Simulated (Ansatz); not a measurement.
Consider the ligand exchange at the Al–S bond: `[CH3][AlH][SH]` + `[NH2][AlH2]` → `[CH3][AlH][NH][AlH2]` + H₂S.

Calculated with Ansatz (gas phase, PBE0-D4/def2-TZVP geometries, no zero-point term in ΔE). CCSD(T)/CBS is the MP2 limit (def2-TZVPP, def2-QZVPP) plus CCSD(T) − MP2 in def2-TZVPP, frozen cores. This one scheme is used for every species. One conformer a species, not always the lowest.

```csv
species,CCSD(T)/CBS(def2) energy (Eh)
`[CH3][AlH][SH]`,-680.89694
`[NH2][AlH2]`,-299.14566
`[CH3][AlH][NH][AlH2]`,-581.06085
H₂S,-398.97279
```

Work out ΔE.

ΔE = (-581.06085) + (-398.97279) − (-680.89694) − (-299.14566) = 0.00896 Eh = +23.5 kJ/mol.

Largest T1 diagnostic among the species: 0.011.

The D4 term adds −3.8 kJ/mol with B3LYP and −2.2 kJ/mol with PBE0; it sums over pairs of atoms, weighted by their polarisabilities, and B3LYP, whose exchange is more repulsive, gets the larger term. Leaving LDA and LC-ωPBE aside and taking each functional with its dispersion term where it has one, the values, not all of them listed here, spread over 8.8 kJ/mol, from CAM-B3LYP-D4 to HSE06-D4. LDA lies −4.5 kJ/mol from PBE without D4. At CCSD(T), def2-SVP lies −7.7 kJ/mol from the extrapolated value and def2-TZVPP −3.6 kJ/mol.

B3LYP here is the variant with VWN-RPA as its local correlation; programs differ in this.
